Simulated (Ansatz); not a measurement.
Ansatz (a quantum-chemistry and plane-wave program) input (CCSD(T)/def2-SVPD):

Ansatz 0.2 input:
```yaml
crystal:
  periodic: [false, false, false]
  atoms:
    - {symbol: C, position_ang: [-2.67347279, -0.37314911, -0.13158466]}
    - {symbol: O, position_ang: [-1.40055266, -0.93165584, -0.47317466]}
    - {symbol: Ge, position_ang: [0.07131347, -0.08205459, -0.04701274]}
    - {symbol: Cl, position_ang: [0.19793737, 0.18534627, 2.07774674]}
    - {symbol: Cl, position_ang: [1.68712755, -1.27362923, -0.74563064]}
    - {symbol: Cl, position_ang: [0.11448856, 1.85628092, -0.96523441]}
    - {symbol: H, position_ang: [-2.78045700, -0.26226885, 0.94997175]}
    - {symbol: H, position_ang: [-3.42540509, -1.07180740, -0.49460515]}
    - {symbol: H, position_ang: [-2.82332011, 0.59599939, -0.61304215]}
basis:
  gaussian:
    orbitals: def2-SVPD
magnetization: {spin_polarized: false}
correlation: {method: ccsd_t, electrons: outside_noble_gas}
output: {forces: true}
```

End of the output:

```
mean field -97083.01429898 eV, -3567.7349702570 hartree, gradient 3.3e-6 eV, S^2 0.000000; 0 other end points of the search recorded, 0 dependent functions left out
31 core orbitals not correlated
reference -97083.01429898 eV, -3567.7349702570 hartree; 19, 19 occupied and 136, 136 virtual orbitals, 1762 factors
densities: 7.44 GiB planned
second order -23.71817669 eV of doubles, -0.00000000 eV of singles
coupled cluster: 2.83 GiB planned
cycle   1  -24.49104484 eV  change   -7.7e-1 eV  update   1.1e-1
cycle   2  -25.00886846 eV  change   -5.2e-1 eV  update   3.2e-2
cycle   3  -25.14294080 eV  change   -1.3e-1 eV  update   1.7e-2
cycle   4  -25.14031304 eV  change    2.6e-3 eV  update   3.7e-3
cycle   5  -25.13734506 eV  change    3.0e-3 eV  update   1.7e-3
cycle   6  -25.13749264 eV  change   -1.5e-4 eV  update   5.3e-4
cycle   7  -25.13738297 eV  change    1.1e-4 eV  update   2.0e-4
cycle   8  -25.13735976 eV  change    2.3e-5 eV  update   6.3e-5
cycle   9  -25.13737808 eV  change   -1.8e-5 eV  update   2.3e-5
cycle  10  -25.13737269 eV  change    5.4e-6 eV  update   8.2e-6
perturbative correction -0.78642684 eV, -0.0289006533 hartree
the calculation of the forces begins
1.30 GiB of device memory are held for the factors and their scratch space
Total energy: -97108.93809851 eV, -3568.6876523180 hartree
Atom 0 at    -2.673473    -0.373149    -0.131585 Å, force     0.132937    -0.161722    -0.092449 eV/Å
Atom 1 at    -1.400553    -0.931656    -0.473175 Å, force     0.033124    -0.074992    -0.042087 eV/Å
Atom 2 at     0.071313    -0.082055    -0.047013 Å, force    -0.035186    -0.050134    -0.026565 eV/Å
Atom 3 at     0.197937     0.185346     2.077747 Å, force     0.005128     0.049018     0.226999 eV/Å
Atom 4 at     1.687128    -1.273629    -0.745631 Å, force     0.208476    -0.155781    -0.091258 eV/Å
Atom 5 at     0.114489     1.856281    -0.965234 Å, force    -0.003304     0.217869    -0.080499 eV/Å
Atom 6 at    -2.780457    -0.262269     0.949972 Å, force    -0.020469     0.039719     0.391757 eV/Å
Atom 7 at    -3.425405    -1.071807    -0.494605 Å, force    -0.284681    -0.215201    -0.110362 eV/Å
Atom 8 at    -2.823320     0.595999    -0.613042 Å, force    -0.036026     0.351226    -0.175535 eV/Å
Dipole moment:    -0.354516     0.058607     0.041904 e Å
```
